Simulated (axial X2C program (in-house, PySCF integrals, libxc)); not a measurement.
## Potential curves of GaC⁻, two-component

Calculated with an in-house all-electron X2C program for linear molecules (integrals from PySCF). Two-component (2c) means X2C with spin–orbit coupling and atomic mean-field two-electron Coulomb and Gaunt terms. Basis: Ga dyall-acv3z [10s10p8d5f1g], C dyall-av3z [8s7p3d2f] (cores contracted in-house); Gaussian nuclei, density fitting, unrestricted open shells. Masses: Ga 68.926 u, C 12.000 u.

State: Ω = 2 (⟨Sz⟩ = 1.00, ⟨Lz⟩ = 1.00 at HF). Energies in eV from the fragments at the same level (Ga + C-). Fits are polynomials in 1 − R0/R over 0.85 to 1.23 times the lowest point R0.

```tsv
R (Å)	CCSD	CCSD(T)
1.7263	-2.1004	-2.2737
1.7832	-2.3103	-2.4827
1.8401	-2.4310	-2.6010
1.8970	-2.4840	-2.6497
1.9634	-2.4833	-2.6421
2.0298	-2.4356	-2.5856
2.1152	-2.3308	-2.4673
```

Correlated methods: 8 electrons correlated (number of frozen shells: Ga 3 s, 2 p, 1 d; C 1 s), 294 virtual spin orbitals or spinors in MP2, 90 natural virtuals in coupled cluster.

One determinant describes the state; a PBE0 search over occupations chose it and may have missed a lower one. De is counted from the lowest determinant-based energies of the atoms at the same level, without counterpoise correction. Coupled cluster ran in a truncated set of natural virtual spinors; the MP2 energy of the rest was added. (T) has no such correction and the atoms are truncated less, which lowers De at CCSD(T) by a hundredth of an eV or more. Other states lie close and PBE0, whose exact exchange favours high spin, may order them wrongly; the determinant shown need not be the ground state. The nearest other spin-free determinant of the search, M_S = 1, Λ = 0, lies 0.03 eV up at the distance of the search. With several unpaired electrons one determinant need not be a pure state. A state of lower Ω lies just above, and one determinant can place such states too high, so the state shown need not be the lowest. The search has Ω = 1 only 0.05 eV up. Open-shell Ω = 0 determinants with evenly filled partner blocks cannot be reached by this program, so the Ω shown need not be the lowest component. The determinant is spin-polarised beyond a pure state at some levels (its spin-free form has ⟨S²⟩ too high), which makes Re and μ there less reliable. The T1 diagnostic is large, a sign of multireference character. With the outer-core shells frozen, correlated bond lengths of heavy atoms tend to come out a few hundredths of an ångström too long. Coupled cluster ran on the points near the minimum only. MP2 and coupled cluster on one determinant become unreliable at the stretched end.

Task: What are Re, ωe and De at the CCSD level?

Result: At CCSD, 2c: Re = 1.928 Å, ωe ≈ 587 cm⁻¹, De = 2.49 eV to Ga + C-; Be follows as 0.444 cm⁻¹.

Task: Fit the CCSD(T) curve near its minimum: give the equilibrium distance, the harmonic wavenumber and the well depth.

Result: At CCSD(T), 2c: Re = 1.921 Å, ωe ≈ 611 cm⁻¹, De = 2.65 eV to Ga + C-; Be follows as 0.447 cm⁻¹.
